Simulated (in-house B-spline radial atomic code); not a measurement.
## BSE on G0W0@HF excitations of the bromine ion Br⁵⁺

Method: BSE on G0W0@HF. Computed with an all-electron radial atomic-structure program (B-spline basis): linear response of the closed shell [Ar] 3d10 4s2 with a statically screened interaction on G0W0 levels; non-relativistic, point nucleus, no spin-orbit coupling, no double excitations, S, P, D and F terms only; shells from n = 2 respond. Only terms of natural parity with L up to 3 were computed.

Without relativity these are model numbers for so heavy an element.

Command:
```bash
python run_td.py task.json out
```
Settings (radii: box in bohr, nucleus in fm):
```
Z                        35
electrons                30
configuration            [Ar] 3d10 4s2
hamiltonian              nr
method                   bse
box_radius               16.35
intervals                54
```

Run time, properties included: 2 s on 1 thread of Arm Neoverse N1, with other jobs on the host.

The lowest states, in the order of their Tamm-Dancoff energies; the method's threshold (minus the highest G0W0 level) is 86.28 eV. Labels give the largest channel, * marks a mixed state, and oscillator strengths are full-response dipole values. Energies in eV:

```
     state  full response  Tamm-Dancoff  oscillator strength
4s → 4p 3P         11.921        12.127                    -
4s → 4p 1P              ?             ?                    ?
4s → 4d 3D          37.26         37.28                    -
4s → 4d 1D          39.49         39.53                    -
4s → 5s 3S          44.51         44.52                    -
4s → 5s 1S          45.82         45.85                    -
4s → 5p 3P          50.14         50.14                    -
4s → 5p 1P          50.76         50.81               0.0813
4s → 4f 3F          54.67         54.67                    -
4s → 4f 1F          55.35         55.35                    -
4s → 5d 3D          58.60         58.60                    -
4s → 5d 1D          59.09         59.10                    -
4s → 6s 3S          61.49         61.49                    -
4s → 6s 1S          61.91         61.92                    -
4s → 6p 3P          64.11         64.12                    -
4s → 6p 1P              ?             ?                    ?
4s → 5f 3F          66.06         66.06                    -
```

Problem. Where does 4s → 4p 1P lie?

Solution. At 17.955 eV in full response, 18.730 eV in Tamm-Dancoff, oscillator strength 1.53.

Problem. Where does 4s → 6p 1P lie?

Solution. At 64.34 eV in full response, 64.35 eV in Tamm-Dancoff, oscillator strength 0.0405.

Problem. How large is the singlet-triplet splitting of 4s → 4p (P terms) in Tamm-Dancoff?

Solution. 6.6 eV, from the unrounded values.

Problem. What polarisabilities and dispersion coefficient does the method give?

Solution. Dipole 3.84 bohr³, quadrupole 5.082 bohr⁵, C6 8.523 hartree·bohr⁶ for two such species.
